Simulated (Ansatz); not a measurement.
Reaction (ligand exchange at the Si–F bond): `CO[SiH](C)F` + H₂S → `CO[SiH](C)S` + H–F

Gas-phase electronic energies from Ansatz, PBE0-D4/def2-TZVP geometries. CCSD(T)/CBS adds triple-zeta CCSD(T) − MP2 to the extrapolated MP2 energy (def2 sets, frozen cores). This one scheme is used for every species. Functionals use def2-TZVPP. Each species was taken in one conformer, which may not be the lowest.

Question: Is it downhill or uphill in electronic energy at CCSD(T)/CBS, and by how much? (An estimate is asked.)

Answer: Ansatz gave: Uphill: ΔE = +86.9 kJ/mol.

Question: What do these levels give: PBE0-D4, ωB97X-V, PBE, SCS-MP2/def2-TZVPP, CCSD(T)/def2-TZVPP, HF/def2-QZVPP? (Best estimate.)

Answer: Ansatz gave: PBE0-D4 78.7, ωB97X-V 92.7, PBE 82.8, SCS-MP2/def2-TZVPP 93.4, CCSD(T)/def2-TZVPP 90.8, HF/def2-QZVPP 118.3 kJ/mol.

Largest T1 diagnostic among the species: 0.011.

In def2-TZVPP, CCSD(T) changes the Hartree–Fock value by −25.3 kJ/mol (the triples alone add −4.8 kJ/mol) and MP2 by −31.5 kJ/mol. The D4 term adds −10.5 kJ/mol with B3LYP and −5.8 kJ/mol with PBE0; it sums over pairs of atoms, weighted by their polarisabilities, and B3LYP, whose exchange is more repulsive, gets the larger term.

B3LYP here is the variant with VWN-RPA as its local correlation; programs differ in this.
